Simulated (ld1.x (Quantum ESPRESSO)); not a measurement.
Configuration tests for Fe (TM)

ld1.x (Quantum ESPRESSO) 7.5 input, shortened:

```
&input
   title='Fe', zed=26., rel=1, dft='PZ', iswitch=3,
   config='[Ar] 3d6 4s2 4p0'
 /
 &inputp
   pseudotype=2, tm=.true., lloc=0,
   nlcc=.false.
 /
3
4P  2  1   0.00   0.00  2.85  2.85  0.0
3D  3  2   6.00   0.00  1.90  1.90  0.0
4S  1  0   2.00   0.00  2.10  2.10  0.0
 &test
   configts(1)='3d6 4s2 4p0'
 /
```

Energies are relative to the spin-unpolarised reference configuration 3d6 4s2 4p0; without spin polarisation the order of configurations can differ from experiment. Spin-polarised rows fill each open shell by Hund’s rule, majority spin first.

```tsv
valence configuration	charge	ΔE all-electron (eV)	error AE − PS (meV)
3d6 4s1 4p0	+1	8.981	+3.7
3d6 4s0 4p0	+2	25.473	+30
3d5 4s0 4p0	+3	60.002	-148
3d6 4s1 4p1	0	4.178	+1.8
3d5 4s2 4p1	0	8.862	-205
3d5 4s2 4p0	+1	14.476	-167
3d6 4s2 4p0 (spin-polarised)	0	-3.389	+3303
3d6 4s1 4p0 (spin-polarised)	+1	4.814	+3394
```

(1) What are ΔE and the potential's error for 3d7 4s1 4p0?

Levels in the configuration 3d6 4s0 4p0:

```
level  all-electron (eV)  pseudo (eV)
   3d            -26.032      -25.979
```

## Answers

(1) ΔE = -0.829 eV all-electron; the error (AE − PS) is -152 meV.
